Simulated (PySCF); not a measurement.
These are B3LYP-D3(BJ)/def2-TZVP in PySCF values and carry that method's errors. Isolated molecules, 0 K electronic values unless said otherwise. One relaxed conformer stands for a flexible species; it need not be the lowest. B3LYP has the VWN-RPA correlation part, as in Gaussian. Delta-SCF ions had no search for a lower state. Excitations are Tamm–Dancoff values on a coarser integration grid. The basis has no diffuse functions, so Rydberg states are missing or too high.

Reference species (SMILES): `[Ga]([SH])([CH3])[CH3]` (C–Ga–S–H torsion 179°) (neutral, multiplicity 1).

```json
{
 "HOMO–LUMO gap": "6.11 eV",
 "vertical ionisation energy (Delta-SCF)": "9.42 eV",
 "T1 excitation (TDA)": "4.68 eV"
}
```

After one change: the HOMO–LUMO gap falls by 0.08 eV; the vertical ionisation energy (Delta-SCF) hardly moves; the T1 excitation (TDA) hardly moves.

Problem. Which change was made? The new species is one of these.
(A) `[CH3][Ga]([CH3])[CH3]`
(B) `[CH3][Ga]([SH])[SH]` (S–Ga–S–H torsion -180°, S–Ga–S–H torsion 180°)
(C) `[SH][Ga]([SH])[SH]`

Solution. C, `[SH][Ga]([SH])[SH]`
